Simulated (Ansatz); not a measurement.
CH5In (SMILES [CH3][InH2]), singlet, geometry from GFN2-xTB (such geometries of metal compounds can be far from the true shape) (core potentials on In); PBE/def2-QZVPPD run with Ansatz (an electronic-structure program).

The Ansatz input:
Ansatz 0.2 input:
```yaml
crystal:
  periodic: [false, false, false]
  atoms:
    - {symbol: In, position_ang: [0.00394291, -0.15447010, -0.27770162]}
    - {symbol: H, position_ang: [-1.39747349, -0.41843228, -1.27102533]}
    - {symbol: H, position_ang: [1.42921358, -0.83644059, -1.00113042]}
    - {symbol: C, position_ang: [-0.02327116, 0.92025033, 1.65735424]}
    - {symbol: H, position_ang: [-0.03817718, 1.99616520, 1.48361821]}
    - {symbol: H, position_ang: [0.86740221, 0.66369591, 2.23144807]}
    - {symbol: H, position_ang: [-0.91454084, 0.64254475, 2.22034320]}
basis:
  gaussian:
    orbitals: def2-QZVPPD.json
hamiltonian:
  xc: pbe
```
The basis file holds def2-QZVPPD in the JSON format of the Basis Set Exchange.

Write the output that Ansatz gives for this input, abridged.


```
Functional definition: PBE
937 factors; their error is unknown
mean field evaluation 1: about -6278.5279 eV, gradient 7.1e1 eV
mean field evaluation 2: about -6246.7781 eV, gradient 1.1e2 eV
mean field evaluation 4: about -6290.1762 eV, gradient 9.9e0 eV
mean field evaluation 8: about -6290.3556 eV, gradient 2.6e-1 eV
mean field evaluation 16: about -6290.3460 eV, gradient 1.5e-4 eV
mean field -6290.34599308 eV, -231.1659514961 hartree, gradient 2.4e-5 eV, S^2 0.000000; 0 other end points of the search recorded, 0 dependent functions left out
reference -6290.34605166 eV, -231.1659536490 hartree; 16, 16 occupied and 300, 300 virtual orbitals, 937 factors
Total energy: -6290.34605166 eV, -231.1659536490 hartree
```
